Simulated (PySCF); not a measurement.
CH6AlBO4, SMILES OB([CH2][Al]([OH])[OH])O.

Geometry optimised at PBE0-D3(BJ)/def2-SVP. The structure was generated by enumeration; whether it is a known compound was not checked. Other conformers were not sampled.

The numbers are results of TDA-PBE/def2-SVPD in PySCF, not measurements.

Vertical excitations. 

| state | energy (eV) | λ (nm) | f | main pairs |
|---|---|---|---|---|
| S1 | 5.75 | 215 | 0.033 | HOMO→LUMO 61 %, HOMO−1→LUMO 37 % |
| S2 | 5.90 | 210 | 0.082 | HOMO−1→LUMO 62 %, HOMO→LUMO 35 % |
| S3 | 6.20 | 200 | 0.006 | HOMO−2→LUMO 99 % |
| S4 | 6.36 | 195 | 0.015 | HOMO−3→LUMO 98 % |
| S5 | 6.55 | 189 | 0.013 | HOMO→LUMO+1 89 % |
| S6 | 6.71 | 185 | 0.005 | HOMO−1→LUMO+1 71 %, HOMO−4→LUMO 25 % |
| T1 | 5.40 | 230 | 0 | HOMO→LUMO 98 % |
| T2 | 5.79 | 214 | 0 | HOMO−1→LUMO 98 % |
Triplets are in the Tamm–Dancoff approximation.
